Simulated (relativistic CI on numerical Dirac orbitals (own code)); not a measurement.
## Sc2+ in a cubic cluster: 1s photoemission with charge transfer

Computed with a charge-transfer multiplet model of a cubic metal-ligand cluster with up to 2 ligand holes, Slater and spin-orbit integrals from Dirac-Coulomb-Breit ions, Slater integrals scaled by 0.8. The parameters are those of a tetrahedral site (10Dq negative, t2 hopping the larger). The ground state mixes d1 with configurations of k ligand holes L, whose averages lie at kΔ + k(k − 1)U_dd/2; a core hole lowers each added d electron by U_cd. 300 K, Lorentzian 1.1 eV and Gaussian 0.6 eV FWHM.

Atomic integrals in eV (Slater integrals scaled, ζ unscaled), ground: F2dd 4.710, F4dd 2.885, zeta_d 0.008; with the core hole: F2dd 4.710, F4dd 2.885, zeta_d 0.018, G2cd 0.028. Where a configuration has fewer than two d electrons, the dd integrals are those of d2.

Cluster parameters (eV): Δ = 7.8, U_cd = 5.7, 10Dq = -0.45, 10Dq(ligand) = 0, V(eg) = 1.45, V(t2g) = -2.46, final-state hopping factor = 1.

| Case | n_d | d1 | d2L | d3L2 | S |
| --- | --- | --- | --- | --- | --- |
| U_dd = 2.9 eV | 1.41 | 0.64 | 0.32 | 0.04 | 0.50 |
| U_dd = 3.6 eV | 1.40 | 0.64 | 0.32 | 0.04 | 0.50 |
| U_dd = 4.3 eV | 1.39 | 0.65 | 0.31 | 0.04 | 0.50 |
| U_dd = 5 eV | 1.39 | 0.65 | 0.31 | 0.04 | 0.50 |
| U_dd = 5.7 eV | 1.38 | 0.65 | 0.31 | 0.03 | 0.50 |

Weights, n_d and S are thermal averages at 300 K. Binding energies count from the first peak over 30 % of the highest in each spectrum, which can be another peak from case to case. The parameters are a model scan and need not match a compound or its usual spin state. Peaks in eV (height, largest 100):
- U_dd = 2.9 eV: 0.0 (100), 10.7 (12)
- U_dd = 3.6 eV: 0.0 (100), 10.8 (11)
- U_dd = 4.3 eV: 0.0 (100), 10.9 (11)
- U_dd = 5 eV: 0.0 (100), 11.0 (10)
- U_dd = 5.7 eV: 0.0 (100), 11.1 (10)

Curve for U_dd = 4.3 eV (points under 2 left out, the grid thinned):

E (eV), Intensity and a bar:
```
     -3.9        2.3 
     -3.6        2.7 
     -3.4        3.0 
     -3.1        3.6 #
     -2.9        4.2 #
     -2.6        5.1 #
     -2.4        6.0 #
     -2.1        7.8 ##
     -1.9        9.5 ##
     -1.6       13.1 ###
     -1.4       16.8 #####
     -1.1       25.7 #######
     -0.9       35.4 ##########
     -0.6       57.7 #################
     -0.4       76.7 #######################
     -0.1       98.3 ##############################
      0.1       98.2 ##############################
      0.4       76.5 #######################
      0.6       57.5 #################
      0.9       35.3 ##########
      1.1       25.7 #######
      1.4       16.8 #####
      1.7       11.7 ###
      1.9        9.5 ##
      2.2        7.2 ##
      2.4        6.1 #
      2.7        4.8 #
      2.9        4.2 #
      3.2        3.5 
      3.4        3.1 
      3.7        2.7 
      3.9        2.4 
      4.2        2.1 
      9.4        2.0 
      9.7        2.7 
      9.9        3.5 
     10.2        5.4 #
     10.4        7.3 ##
     10.7        9.9 ##
     10.9       10.6 ###
     11.2        9.1 ##
     11.4        7.1 ##
     11.7        4.5 #
     11.9        3.3 
     12.2        2.2
```

For the case U_dd = 5 eV, Δ = 7.8 eV is larger than U_dd = 5 eV, the Mott-Hubbard side of the Zaanen-Sawatzky-Allen scheme. With the core hole the average of the configuration with one ligand hole lies at Δ − U_cd = 2.1 eV before mixing: the effective hopping of about 6.4 eV (from the holes of the mixed ground state) is comparable with this gap or larger, so the configurations mix strongly.
